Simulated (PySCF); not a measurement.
SiHI3, SMILES I[SiH](I)I. Heavy atoms are numbered as in [SiH:1]([I:2])([I:3])[I:4]. Hydrogens are named by the atom that carries them.

The structure is a stationary point at PBE-D3(BJ)/def2-SVP. The def2 effective core potentials stand for the cores of I; spin–orbit coupling is left out.

Calculation: r2SCAN/def2-TZVP (PySCF).

ESP charges are fitted to the potential on shells at 1.4 to 2.0 van der Waals radii. Atomic charges (e), one atom of each kind:

```
atom       Mulliken  ESP fit
---------  --------  -------
Si1 (SiH)      0.30    -0.39
I2            -0.10     0.07
H on Si1       0.02     0.17
```

Computed Mayer and Wiberg (Löwdin basis) orders of the bonds:
```tsv
bond	Mayer	Wiberg
Si1–I2	1.17	1.69
Si1–I3	1.17	1.69
Si1–I4	1.17	1.69
```
